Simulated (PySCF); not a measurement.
trans-dichloroethylene (C2H2Cl2), SMILES Cl/C=C/Cl. Heavy atoms are numbered as in [Cl:1]/[CH:2]=[CH:3]/[Cl:4]. Hydrogens are named by the atom that carries them.

Coordinates come from a TPSSh-D3(BJ)/def2-SVP optimisation.

All values below come from KT2/pcSseg-2 (PySCF).

GIAO shieldings, no solvent; atoms alike by connectivity are averaged. δ = σ(ref) − σ: ³⁵Cl against HCl (σ = 945.0 ppm); ¹³C against TMS (σ = 184.2 ppm); ¹H against TMS (σ = 31.47 ppm), references at their B3LYP-D3(BJ)/def2-TZVP geometries, non-relativistic (without spin–orbit terms, shifts of atoms bonded to Cl or Br come out too high).

| nucleus | atoms | count | δ (ppm) |
|---|---|---|---|
| ³⁵Cl | Cl1 | 2 | 235.3 |
| ¹³C | C2 (CH) | 2 | 130.6 |
| ¹H | H on C2 | 2 | 6.72 |
